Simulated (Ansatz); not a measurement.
Ansatz (a quantum-chemistry and plane-wave program) input (HF/3-21G): The .json file is the Basis Set Exchange's 3-21G.

Ansatz 0.2 input:
```yaml
crystal:
  periodic: [false, false, false]
  atoms:
    - {symbol: C, position_ang: [-1.81218320, -0.07437759, 0.06289324]}
    - {symbol: C, position_ang: [-0.69933297, -1.06281464, 0.05701123]}
    - {symbol: C, position_ang: [0.60559246, -0.77883360, 0.00442750]}
    - {symbol: C, position_ang: [1.11177589, 0.55096639, -0.05458415]}
    - {symbol: N, position_ang: [1.53455686, 1.62270152, -0.10263921]}
    - {symbol: H, position_ang: [-1.44971488, 0.95155968, 0.01830297]}
    - {symbol: H, position_ang: [-2.47816369, -0.24824584, -0.78690246]}
    - {symbol: H, position_ang: [-2.41965627, -0.19279634, 0.96448427]}
    - {symbol: H, position_ang: [-0.97615882, -2.11104047, 0.09944615]}
    - {symbol: H, position_ang: [1.34668257, -1.56803100, 0.00465665]}
basis:
  gaussian:
    orbitals: 3-21G.json
hamiltonian:
  xc: {name: HF}
relax: {f_tol: 0.003, max_steps: 120}
```

From the output:

```
the calculation of the forces begins
reference -5650.32826641 eV, -207.6457338606 hartree; 18, 18 occupied and 37, 37 virtual orbitals, 811 factors
relax step   6: F+E_penalty+E_count = -5650.32826641 eV  Δ(F+E_penalty+E_count) = -8.448e-6 eV  max|allowed force component| = 4.155e-3 eV/Å  Δτ_max = 0.0016 Å  (42 SCF iters, accepted)
these checks for a lower state are left out or cut short: starts, cluster_reference, orbital_swaps, neighbouring_geometries, increment
integrals: 0.01 GiB planned
811 factors; integrals over basis functions are off by at most 5.9e-4 eV
mean field: 0.13 GiB planned
mean field evaluation 64: about -5650.0393 eV, gradient 8.9e-1 eV
mean field -5650.32826862 eV, -207.6457339418 hartree, gradient 1.2e-5 eV, S^2 0.000000; 0 other end points of the search recorded, 0 dependent functions left out
the calculation of the forces begins
reference -5650.32826862 eV, -207.6457339418 hartree; 18, 18 occupied and 37, 37 virtual orbitals, 811 factors
relax step   7: F+E_penalty+E_count = -5650.32826862 eV  Δ(F+E_penalty+E_count) = -2.208e-6 eV  max|allowed force component| = 2.643e-3 eV/Å  Δτ_max = 0.0007 Å  (43 SCF iters, accepted)
integrals: 0.01 GiB planned
811 factors; integrals over basis functions are off by at most 5.9e-4 eV
mean field: 0.13 GiB planned
mean field -5650.32826862 eV, -207.6457339418 hartree, gradient 1.2e-5 eV, S^2 0.000000; 1 other end points of the search recorded, 0 dependent functions left out
the calculation of the forces begins
reference -5650.32826862 eV, -207.6457339418 hartree; 18, 18 occupied and 37, 37 virtual orbitals, 811 factors
Total energy: -5650.32826862 eV, -207.6457339418 hartree
Atom 0 at    -1.816247    -0.071333     0.062933 Å, force     0.000024     0.000982    -0.000032 eV/Å
Atom 1 at    -0.688808    -1.067111     0.056796 Å, force    -0.000379    -0.002643     0.000096 eV/Å
Atom 2 at     0.600992    -0.781396     0.004662 Å, force     0.000379     0.002365    -0.000088 eV/Å
Atom 3 at     1.112704     0.548481    -0.054536 Å, force     0.001277     0.000397    -0.000055 eV/Å
Atom 4 at     1.522908     1.611956    -0.101910 Å, force    -0.000380     0.000152     0.000008 eV/Å
Atom 5 at    -1.452988     0.946006     0.018588 Å, force    -0.000276    -0.000227     0.000016 eV/Å
Atom 6 at    -2.470071    -0.244890    -0.786060 Å, force     0.000034     0.000194     0.000361 eV/Å
Atom 7 at    -2.411645    -0.189517     0.962894 Å, force     0.000009     0.000171    -0.000374 eV/Å
Atom 8 at    -0.971077    -2.102923     0.099019 Å, force    -0.000297    -0.000634     0.000030 eV/Å
Atom 9 at     1.337630    -1.560186     0.004711 Å, force    -0.000391    -0.000756     0.000037 eV/Å
Dipole moment:    -0.511808    -0.721867     0.039952 e Å
```

The geometry given is a B3LYP-D3(BJ)/def2-TZVP minimum.
